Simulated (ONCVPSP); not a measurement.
Cu: one change to an ONCV potential, before and after

```json
{
  "Element": "copper",
  "Generator": "ONCVPSP 4.0.1",
  "Type": "optimised norm-conserving Vanderbilt (ONCV)",
  "Functional": "PBE",
  "Relativity": "scalar-relativistic",
  "Frozen core": "[Ne]",
  "Valence charge": "19",
  "Reference configuration": "3s2 3p6 3d10 4s1",
  "Partial waves": "3s+4s: rc 1.25 bohr, ncon 4, nbas 7, qcut 11.2 1/bohr, 2 projectors; 3p: rc 0.75 bohr, ncon 4, nbas 7, qcut 11.8 1/bohr, 2 projectors, debl 0.4 Ha; 3d: rc 1.00 bohr, ncon 4, nbas 9, qcut 17.5 1/bohr, 1 projector",
  "Local potential": "polynomial inside 0.70 bohr (lpopt 5, dvloc0 -1 Ha)",
  "Core correction": "Teter function, fcfact 5.75, rcfact 1.3"
}
```

In the p channel the program set the typed energies aside and used -2.651, 0.250 Ha.

Change: p: rc 1.08.

Cutoffs: the cutoffs (Ha) at which the residual kinetic energy of the hardest occupied pseudo-wave falls to 1 and 0.1 mHa per electron; they do not see the model core or the augmentation charge, which bear on the density cutoff. Errors are all-electron minus pseudo energies relative to the spin-unpolarised reference configuration.

**Question.** How do hardness, ghosts and transferability respond?

**Answer.** The potential gets softer (106 Ha and 232 Ha → 106 Ha and 122 Ha); the errors of the 3 common tests hardly move; neither file shows a bound ghost. A larger radius leaves more room for a smooth pseudo-wave, so fewer plane waves are needed.

```csv
quantity,base,changed
"cutoff, loose",106 Ha,106 Ha
"cutoff, tight",232 Ha,122 Ha
loose cutoff by channel,"s 37 Ha, p 72 Ha, d 106 Ha","s 37 Ha, p 47 Ha, d 106 Ha"
bound ghosts,none,none
GHOST(+) flags under 300 eV,none,none
tests with a reliable result,3 of 4,3 of 4
"error for 3s2 3p6 3d10 4s0, meV [ΔE 8.15 eV]",+1.5,+1.5
"error for 3s2 3p6 3d9 4s0, meV [ΔE 29.48 eV]",-2.1,-2.1
"error for 3s2 3p6 3d10 4s0 4p1, meV [ΔE 4.14 eV]",+0.9,+0.9
s: phases at 1.27 bohr within 0.05 rad from the reference energy up to (Ha; the scan ends near 5),to the end of the scan,to the end of the scan
d: phases at 1.01 bohr within 0.05 rad from the reference energy up to (Ha; the scan ends near 5),to the end of the scan,to the end of the scan
"rms error of d²Exc/dni dnj with the model core, mHa",1.59,1.58
```
